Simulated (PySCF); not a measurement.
SiH3Cl, SMILES [SiH3]Cl.

The structure is a stationary point at B3LYP-D3(BJ)/def2-TZVP. The isomer is the one that the SMILES or the coordinates give; other isomers of the formula were not compared.

Two levels are set side by side: PBE/def2-TZVPD (PySCF) and PBE0/def2-TZVPD (PySCF). Same geometry, gas phase. Differences are taken from unrounded values.

```csv
quantity,PBE0,PBE,PBE minus PBE0
orbital gap (eV),8.69,6.49,-2.20
highest occupied level (eV),-9.06,-7.70,1.36
lowest empty level (eV),-0.37,-1.20,-0.84
dipole moment (D),1.35,1.27,-0.08
mean polarisability (bohr³),42.6,44.2,1.6
```

PBE's occupied levels lie high since its potential decays too fast outside the molecule; exact exchange lowers them and widens the gap. Loosely held outer electrons make PBE densities more polarisable. Differences between two approximate levels are no errors against the true value.

Rough cost on one machine, each run with all the roots and properties that it gave: PBE0 against PBE within a factor of 2.
